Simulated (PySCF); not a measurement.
# H4MoO: one-bond stretch

These are results of PBE0 in PySCF with Mo def2-TZVP with ECP28, O def2-TZVP, H def2-TZVP; scalar-relativistic core potentials, no spin–orbit coupling; density-fitted integrals, not measurements.

Rigid scan from the singlet minimum (Mo–H 1.654 Å (×2), Mo–H 1.709 Å (×2), Mo–O 1.643 Å; H–Mo–H 58.4°, H–Mo–H 66.0° (×2), H–Mo–H 118.6° (×2), H–Mo–H 130.5°, H–Mo–O 101.8° (×2), H–Mo–O 113.3° (×2)). Coordinate: the bond from Mo to the last atom (H) scaled, the rest fixed. Energies in kJ/mol from the minimum.

```tsv
scale of one bond	E (kJ/mol)	dipole size (D)
0.92	15.8	2.26
0.96	3.6	2.28
1.00	0.0	2.29
1.05	4.6	2.31
1.12	22.9	2.34
1.20	54.1	2.38
1.35	124.5	2.49
1.55	217.3	–
1.80	312.6	–
2.20	412.2	–
```

At long bonds a restricted determinant can lie too high, and another spin state can fall below this curve.

Stability towards spin polarisation was not tested.

Other isomers or separated fragments may lie lower.

The scan took 17 s on 2 threads of a shared Intel Xeon Platinum 8488C (Sapphire Rapids) host; the process peaked at 1.4 GiB. Launch command: `OMP_NUM_THREADS=2 python axn.py task.json out`.
